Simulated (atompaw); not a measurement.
# What one change does to a pseudopotential (tellurium, PAW (atompaw))

| Property | Result |
| --- | --- |
| Element | tellurium |
| Generator | atompaw 4.2.0.5 |
| Type | PAW |
| Functional | PBE |
| Relativity | scalar-relativistic |
| Frozen core | [Ar] 3d10 |
| Valence charge | 24 |
| Reference configuration | 4s2 4p6 4d10 5s2 5p2 (charge +2) |
| Partial waves | 4s (bound): rc 0.90 bohr; 5s (bound): rc 1.20 bohr; 4p (bound): rc 1.30 bohr; 5p (bound): rc 1.50 bohr; 4d (bound): rc 1.50 bohr; 4d channel at -3.85 Ry: rc 1.50 bohr |
| Local potential | troulliermartins scheme with l = 3 at 0 Ry, radius 1.10 bohr |
| Core correction | smooth core density matched at 1.50 bohr |
| Augmentation charge | besselshape compensation charge, radius 1.15 bohr; PAW radius 1.50 bohr; waves and projectors: custom polynom2 7 10 vanderbiltortho |

All-electron outer shells of the reference configuration (PBE, scalar-relativistic, ld1.x):

| shell | level (eV) | outermost node (bohr) | outermost maximum (bohr) |
| --- | --- | --- | --- |
| 3d | -579.60 | – | 0.24 |
| 4s | -183.82 | 0.38 | 0.70 |
| 4p | -133.82 | 0.38 | 0.74 |
| 4d | -60.99 | 0.36 | 0.81 |
| 5s | -32.71 | 0.91 | 1.75 |
| 5p | -22.30 | 0.99 | 2.04 |

Change: local potential troulliermartins scheme with l = 3 at 0 Ry, radius 1.16 bohr.

Cutoffs: the cutoffs (Ry, on a coarse ladder) from which the occupation-weighted sum of valence levels, in a spherical-Bessel basis at the reference potential, stays within 10 and 1 mRy of its value at 400 Ry; they do not see the model core or the augmentation charge, which bear on the density cutoff.

Q: What does the change do?

A: The bound ghost in s disappears; the range in which the s phases agree narrows (upper end at the end of the scan → -1.0). A state that the projectors do not describe sees the local part alone, so a deeper or shallower local part can create or remove a ghost.

```csv
quantity,base,changed
"cutoff, loose",300 Ry,300 Ry
"cutoff, tight",over 300 Ry,over 300 Ry
bound ghosts,s,none
s: phases at 1.51 bohr within 0.05 rad from the reference energy up to (Ry; the scan ends near 5),to the end of the scan,-1.0
p: phases at 1.51 bohr within 0.05 rad from the reference energy up to (Ry; the scan ends near 5),0.6,0.6
d: phases at 1.51 bohr within 0.05 rad from the reference energy up to (Ry; the scan ends near 5),3.3,3.4
lowest overlap eigenvalue by channel,"s 0.59, p 0.67, d 0.90","s 0.58, p 0.67, d 0.90"
```

 A true bound ghost makes a file unfit for plane-wave use even where its test errors are small: the radial tests pick states by their node count and pass the ghost by. The cutoffs see the waves, projectors and local potential, not the compensation charge or the core.
